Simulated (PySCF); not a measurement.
Run record: geometry optimisation, `CBOB` (CH6B2O).

Computed with PBE0-D3(BJ)/def2-SVP geometry optimisation, gas phase (PySCF 2.14.0). Start geometry: GFN2-xTB. A driver script takes a list of jobs; this job's settings line and coordinates (Å) are shown.

Command:
```bash
OMP_NUM_THREADS=1 python probes_run.py task.json out
```

Input:
```
{"job": {"xc": "PBE0", "basis": "def2-SVP", "d3": "d3bj", "grid": 1, "shake": 0.01, "kind": "geom"}, "charge": 0, "multiplicity": 1}
B      2.042720    -0.360650     0.215770
O      0.886740     0.190340    -0.138190
B     -0.276610     0.695940    -0.485700
C     -1.565230    -0.152540    -0.353350
H      2.398230    -0.228260     1.313700
H      2.658700    -0.914990    -0.592420
H     -0.281010     1.805070    -0.886120
H     -2.070980    -0.246820    -1.322230
H     -1.428140    -1.149080     0.060110
H     -2.313980     0.340060     0.314550
```

Output:
```
step   0  E = -166.37934373  max force = 0.023782
step   1  E = -166.38380154  max force = 0.005117
step   2  E = -166.38382081  max force = 0.002155
step   3  E = -166.38389062  max force = 0.000750
step   4  E = -166.38390333  max force = 0.000200
optimisation converged
```

Energies in Eh; «max force» is the largest Cartesian gradient component in Eh/bohr.

Q: Give the first gradient maximum in eV/Å.

A: With 1 Eh/bohr = 51.422 eV/Å, 1.223 eV/Å.

Q: How much energy does the optimisation release, in eV?

A: E(step 0) − E(last step) = 0.004560 Eh, which is 0.124 eV.

Summary of the converged run: final energy -166.38390 Eh after 4 steps; dipole 0.83 D.

Q: Give the final coordinates.

A: 0.049 Å rms from the input after alignment:
```
atom  x, y, z in Å
B1     2.2316   -0.3876    0.2376
O2     1.0570    0.1344   -0.1086
B3    -0.1300    0.6517   -0.4625
C4    -1.4523   -0.1743   -0.3281
H5     2.6144   -0.2513    1.3783
H6     2.8748   -0.9825   -0.5983
H7    -0.1204    1.7875   -0.8904
H8    -1.9222   -0.2805   -1.3211
H9    -1.3138   -1.1738    0.1082
H10   -2.1806    0.3872    0.2816
```

The run took 10 s of wall time on one thread, Arm Neoverse V1 (aarch64), shared host with 32 logical CPUs at a one-minute load of 27, and the process peaked at 0.35 GiB of memory.
Labels such as C1 count atoms from 1, the log's own numbers from 0.
